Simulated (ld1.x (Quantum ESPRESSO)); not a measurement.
# What one change does to a pseudopotential (Li, RRKJ)

- Element: lithium
- Generator: ld1.x (Quantum ESPRESSO) 7.5
- Type: norm-conserving RRKJ (Kleinman–Bylander form)
- Functional: LDA (PZ)
- Relativity: scalar-relativistic
- Frozen core: [He]
- Valence charge: 1
- Reference configuration: 2s0.5 2p0.5
- Partial waves: 2p (bound): rc 4.20 bohr; 2s (bound): rc 3.15 bohr
- Local potential: the s channel
- Core correction: none
- rho0: 0.01

Change: core correction a·sin(br)/r model core inside 2.28 bohr.

Cutoffs: the cutoffs (Ry, on a coarse ladder) from which the occupation-weighted sum of valence levels, in a spherical-Bessel basis at the reference potential, stays within 10 and 1 mRy of its value at 400 Ry; they do not see the model core or the augmentation charge, which bear on the density cutoff. Errors are all-electron minus pseudo energies relative to the spin-unpolarised reference configuration.

Q: What does the change do?

A: Both files are so soft that the ladder of cutoffs tells neither apart; of the 5 tests that both files solve, the error grows in 2 and shrinks in 3 by more than 15 % and 0.3 meV (median size 4.8 → 3.9 meV); neither file shows a bound ghost. A model core, the more so a compact one, raises the density cutoff, which this test does not measure.

```tsv
quantity	base	changed
cutoff, loose	6 Ry	6 Ry
cutoff, tight	6 Ry	6 Ry
bound ghosts	none	none
error for 2s1 2p0, meV [ΔE -0.87 eV]	-0.3	-0.9
error for 2s0.5 2p0, meV [ΔE 1.17 eV]	+4.8	+3.9
error for 2s0 2p1, meV [ΔE 0.88 eV]	-0.3	-1.2
error for 2s0.5 2p0.5 (spin-polarised), meV [ΔE -0.20 eV]	+18	+10
error for 2s1 2p0 (spin-polarised), meV [ΔE -1.11 eV]	+19	+8.7
s: phases at 4.57 bohr within 0.05 rad from the reference energy up to (Ry; the scan ends near 5)	0.6	0.6
p: phases at 4.57 bohr within 0.05 rad from the reference energy up to (Ry; the scan ends near 5)	0.6	0.6
```
